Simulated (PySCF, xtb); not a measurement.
Br₃In, SMILES [In-]([Br])([Br])[Br], charge -1, multiplicity 2.

Harmonic wavenumbers (cm⁻¹) from GFN2-xTB (xtb) at its own minimum, in rising order: 41, 41, 42, 147, 160, 160.

### Question
What does PBE0-D3(BJ)/def2-SVPD run with PySCF 2.14.0 give at its own minimum? (Estimate from the structure and the level; the computed values follow.)

### Answer
48, 48, 64, 175, 198, 198. Paired by order, the mean absolute difference is 23 cm⁻¹ and the zero-point energies are 0.8 and 1.0 kcal/mol.
